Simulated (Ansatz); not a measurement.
Job for Ansatz (a quantum-chemistry and plane-wave program): R-wB97M-V/def2-TZVPP on CH4GeO (SMILES [CH3][Ge][OH]), a point of a torsion scan.

Ansatz 0.2 input:
```yaml
crystal:
  periodic: [false, false, false]
  atoms:
    - {symbol: C, position_ang: [-0.93084273, -0.06415387, 0.01878881]}
    - {symbol: Ge, position_ang: [0.58977610, 1.29588822, -0.28948518]}
    - {symbol: O, position_ang: [1.96127630, 0.29815134, 0.23418670]}
    - {symbol: H, position_ang: [-0.70715725, -0.97199916, -0.54269229]}
    - {symbol: H, position_ang: [-1.90057004, 0.30493904, -0.31066438]}
    - {symbol: H, position_ang: [-1.02010845, -0.34237083, 1.07021608]}
    - {symbol: H, position_ang: [2.16124075, -0.12444900, 1.06345838]}
basis:
  gaussian:
    orbitals: def2-TZVPP
hamiltonian:
  xc: {name: wB97M-V}
scf: {lower_state_search: off}
```

Task: Predict the final total energy.

Result: -2192.6281 hartree.

Task: How many basis functions does it have, and what does it roughly cost on one machine?

Result: 166 functions; around 6 core-seconds (rough).
